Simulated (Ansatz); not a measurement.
CH4BFN2, SMILES `N=C(N)BF`. The species carries charge 0 and has multiplicity 1.

Z-matrix (Å, degrees):
```
C
N 1 1.361
B 1 1.570 2 118.0
N 1 1.284 2 120.6 3 -179.6
H 2 1.003 1 119.9 3 -13.1
H 2 1.006 1 118.4 3 -171.7
F 3 1.323 1 119.8 2 5.6
H 3 1.197 1 121.6 2 -175.5
H 4 1.017 1 109.7 2 177.6
```

**Question.** What are the harmonic wavenumbers in cm⁻¹ at PBE0-D4/def2-TZVP (Ansatz, finite differences of forces, unscaled)? (An estimate is asked.)

**Answer.** The calculation gave: 88, 198, 269, 414, 443, 544, 590, 861, 864, 903, 1098, 1117, 1177, 1330, 1478, 1625, 1677, 2638, 3518, 3611, 3748.

**Question.** Is this a minimum?

**Answer.** Yes, all 21 modes are real.

**Question.** Give the ideal-gas thermochemistry at 298.15 K and 1 bar (rigid rotor, harmonic oscillator; point group C1, symmetry number 1).

**Answer.** Zero-point energy 168.6 kJ/mol; H(298) − E = 186.3 kJ/mol; entropy 314.8 J/(mol·K), of which translation 162.5, rotation 106.8, vibration 45.6; G(298) − E = 92.5 kJ/mol. Modes under 100 cm⁻¹ are hindered rotations or soft bends, so the harmonic entropy is rough.
